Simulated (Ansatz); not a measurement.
Basis-set extrapolation for AlBH4N2 (PBE0-D4/def2-TZVP geometry, frozen core, Ansatz 0.2.0). Multiplicity 1, RHF reference.

|  | def2-TZVPP | def2-QZVPP |
| --- | --- | --- |
| HF | -378.003448 | -378.017864 |
| MP2 correlation | -0.586637 | -0.628619 |
| CCSD(T) correlation | -0.635784 | not run |

Energies in hartree. Use E(X) = E(∞) + A·exp(−7.88·√X) for Hartree–Fock and E(X) = E(∞) + B·X^(−2.97) for correlation, with X = 3 and 4, and add CCSD(T) minus MP2 of the smaller set to the MP2 limit.

Problem. What is the CCSD(T) energy at the basis-set limit?

Solution. HF limit: -378.017864 + (-0.014416) × 0.13774 = -378.01985. MP2 limit: -0.628619 + (-0.041982) × 0.74074 = -0.65972. Higher-order term: -0.635784 − (-0.586637) = -0.04915. Total: -378.72872 hartree, 56.2 kcal/mol below CCSD(T)/def2-TZVPP.
